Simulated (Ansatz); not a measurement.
Consider the atomization: `[GeH2][I]`• → Ge• + 2 H• + I•.

Program: Ansatz. Geometries: PBE0-D4/def2-TZVP. ΔE: electronic, gas phase. CBS: MP2 limit from def2 TZ/QZ plus the TZ coupled-cluster correction, frozen cores. This one scheme is used for every species, atoms too. Functionals use def2-TZVPP. B3LYP here is the variant with VWN-RPA as its local correlation; programs differ in this. HSE06 is defined as in plane-wave codes. No spin–orbit coupling; open shells (•) take unrestricted orbitals. Spin–orbit coupling would lower the free atoms: clearly for Ge; strongly for I. Elements past krypton have def2 core potentials. Bonds to Ge, I are less sure, by a few kJ/mol each and by 10 to 20 or more in all where they break to atoms, as the def2 sets lack core-valence functions. Scalar relativity is left out up to krypton.

```json
{"level": "LDA (SPW92)", "ΔE (kJ/mol)": "945.5", "difference from CCSD(T)/CBS": "119.9"}
{"level": "PBE-D4", "ΔE (kJ/mol)": "823.1", "difference from CCSD(T)/CBS": "-2.5"}
{"level": "revPBE-D4", "ΔE (kJ/mol)": "802.9", "difference from CCSD(T)/CBS": "-22.7"}
{"level": "BLYP-D4", "ΔE (kJ/mol)": "807.0", "difference from CCSD(T)/CBS": "-18.6"}
{"level": "r2SCAN-D4", "ΔE (kJ/mol)": "834.9", "difference from CCSD(T)/CBS": "9.3"}
{"level": "PBE0-D4", "ΔE (kJ/mol)": "815.7", "difference from CCSD(T)/CBS": "-9.9"}
{"level": "B3LYP-D4", "ΔE (kJ/mol)": "813.8", "difference from CCSD(T)/CBS": "-11.8"}
{"level": "r2SCANh-D4", "ΔE (kJ/mol)": "830.2", "difference from CCSD(T)/CBS": "4.6"}
{"level": "r2SCAN0-D4", "ΔE (kJ/mol)": "823.9", "difference from CCSD(T)/CBS": "-1.7"}
{"level": "HSE06-D4", "ΔE (kJ/mol)": "816.3", "difference from CCSD(T)/CBS": "-9.3"}
{"level": "BHLYP-D4", "ΔE (kJ/mol)": "801.2", "difference from CCSD(T)/CBS": "-24.4"}
{"level": "CAM-B3LYP-D4", "ΔE (kJ/mol)": "810.1", "difference from CCSD(T)/CBS": "-15.5"}
{"level": "ωB97X-V", "ΔE (kJ/mol)": "822.7", "difference from CCSD(T)/CBS": "-2.9"}
{"level": "B2PLYP", "ΔE (kJ/mol)": "803.3", "difference from CCSD(T)/CBS": "-22.3"}
{"level": "PBE-QIDH", "ΔE (kJ/mol)": "815.5", "difference from CCSD(T)/CBS": "-10.1"}
{"level": "PBE", "ΔE (kJ/mol)": "815.5", "difference from CCSD(T)/CBS": "-10.1"}
{"level": "revPBE", "ΔE (kJ/mol)": "785.4", "difference from CCSD(T)/CBS": "-40.2"}
{"level": "BLYP", "ΔE (kJ/mol)": "790.9", "difference from CCSD(T)/CBS": "-34.7"}
{"level": "r2SCAN", "ΔE (kJ/mol)": "833.4", "difference from CCSD(T)/CBS": "7.8"}
{"level": "PBE0", "ΔE (kJ/mol)": "809.2", "difference from CCSD(T)/CBS": "-16.4"}
{"level": "B3LYP", "ΔE (kJ/mol)": "801.1", "difference from CCSD(T)/CBS": "-24.5"}
{"level": "r2SCANh", "ΔE (kJ/mol)": "828.5", "difference from CCSD(T)/CBS": "2.9"}
{"level": "r2SCAN0", "ΔE (kJ/mol)": "822.0", "difference from CCSD(T)/CBS": "-3.6"}
{"level": "HSE06", "ΔE (kJ/mol)": "810.1", "difference from CCSD(T)/CBS": "-15.5"}
{"level": "BHLYP", "ΔE (kJ/mol)": "788.2", "difference from CCSD(T)/CBS": "-37.4"}
{"level": "CAM-B3LYP", "ΔE (kJ/mol)": "803.2", "difference from CCSD(T)/CBS": "-22.4"}
{"level": "LC-ωPBE", "ΔE (kJ/mol)": "795.0", "difference from CCSD(T)/CBS": "-30.6"}
{"level": "HF/def2-SVP", "ΔE (kJ/mol)": "576.8", "difference from CCSD(T)/CBS": "-248.8"}
{"level": "MP2/def2-SVP", "ΔE (kJ/mol)": "746.1", "difference from CCSD(T)/CBS": "-79.5"}
{"level": "CCSD/def2-SVP", "ΔE (kJ/mol)": "742.0", "difference from CCSD(T)/CBS": "-83.6"}
{"level": "CCSD(T)/def2-SVP", "ΔE (kJ/mol)": "751.6", "difference from CCSD(T)/CBS": "-74.0"}
{"level": "HF/def2-TZVPP", "ΔE (kJ/mol)": "583.4", "difference from CCSD(T)/CBS": "-242.2"}
{"level": "MP2/def2-TZVPP", "ΔE (kJ/mol)": "801.5", "difference from CCSD(T)/CBS": "-24.1"}
{"level": "CCSD/def2-TZVPP", "ΔE (kJ/mol)": "790.7", "difference from CCSD(T)/CBS": "-34.9"}
{"level": "HF/def2-QZVPP", "ΔE (kJ/mol)": "583.8", "difference from CCSD(T)/CBS": "-241.8"}
{"level": "MP2/def2-QZVPP", "ΔE (kJ/mol)": "813.5", "difference from CCSD(T)/CBS": "-12.1"}
{"level": "SCS-MP2/def2-QZVPP", "ΔE (kJ/mol)": "812.3", "difference from CCSD(T)/CBS": "-13.3"}
{"level": "HF/CBS(def2)", "ΔE (kJ/mol)": "583.8", "difference from CCSD(T)/CBS": "-241.8"}
{"level": "MP2/CBS(def2)", "ΔE (kJ/mol)": "822.1", "difference from CCSD(T)/CBS": "-3.5"}
{"level": "CCSD/CBS(def2)", "ΔE (kJ/mol)": "811.3", "difference from CCSD(T)/CBS": "-14.3"}
{"level": "CCSD(T)/CBS", "ΔE (kJ/mol)": "825.6", "difference from CCSD(T)/CBS": "0"}
```

Largest T1 diagnostic among the species: 0.012.

At CCSD(T), def2-SVP lies −74.0 kJ/mol from the extrapolated value and def2-TZVPP −20.6 kJ/mol: correlation converges slowly with the basis, and small sets miss more of it in the bonded molecule than in its fragments. From r2SCAN to r2SCAN0 (25 % exact exchange), in def2-TZVPP and without D4, ΔE moves by −11.4 kJ/mol: exact exchange takes away binding that semilocal exchange gives to molecules.

For atomizations the MP2-based limit and the directly extrapolated one differ by several kJ/mol either way, and by 10 to 25 for some Ge, Se and Sn compounds, so smaller differences from it don't rank the levels.
